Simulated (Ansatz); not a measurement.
Ansatz (a program for electronic structure) input (RI-MP2/def2-QZVPPD):
A basis named .json is the Basis Set Exchange file of that set.

Ansatz 0.2 input:
```yaml
crystal:
  periodic: [false, false, false]
  atoms:
    - {symbol: I, position_ang: [-0.00000000, -0.00000000, -0.02991592]}
    - {symbol: H, position_ang: [0.00000000, 0.00000000, 1.58554378]}
basis:
  gaussian:
    orbitals: def2-QZVPPD.json
    fitting: {mean_field: def2-universal-jkfit, correlation: def2-QZVPPD-RIFIT.json}
total_charge: 1
magnetization: {spin_polarized: true, initial_magnetization: 1}
correlation: {method: mp2, electrons: outside_noble_gas}
```

End of the output:

```
integrals: 0.04 GiB planned
236 factors; integrals over basis functions are off by at most 2.8e0 eV
357 factors; integrals over basis functions are off by at most 9.0e-1 eV
mean field: 0.20 GiB planned
mean field evaluation 1: about -8078.3820 eV, gradient 8.3e0 eV
mean field evaluation 2: about -8078.7639 eV, gradient 3.2e0 eV
mean field evaluation 4: about -8078.8222 eV, gradient 3.5e-1 eV
mean field evaluation 8: about -8078.0830 eV, gradient 9.0e0 eV
mean field -8078.82344247 eV, -296.8912854874 hartree, gradient 2.7e-6 eV, S^2 0.762227; 2 other end points of the search recorded, 0 dependent functions left out
9 core orbitals not correlated
reference -8078.82344247 eV, -296.8912854874 hartree; 4, 3 occupied and 111, 112 virtual orbitals, 357 factors
second order -3.64466101 eV of doubles, -0.00000000 eV of singles
Total energy: -8082.46810347 eV, -297.0252243089 hartree
```

This state (charge 1, doublet) is run at the relaxed geometry of the species with charge 0 and multiplicity 1.
